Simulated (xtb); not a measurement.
SnBrI, SMILES [Br][Sn][I] (connectivity only; charge and spin as stated), neutral, multiplicity 1. All values are semi-empirical tight-binding results from xtb (GFN2-xTB unless named), good for trends rather than for accurate numbers. The structure is a stationary point at GFN2-xTB.

For metal compounds this method's bond lengths and energies can be far off.

| Item | Value |
|---|---|
| point group as xtb finds it | Cs |
| orbital gap | 3.80 eV |
| zero-point energy | 0.7 kcal/mol |
| G − E(el) at 298.15 K (modified RRHO) | -20.1 kcal/mol |
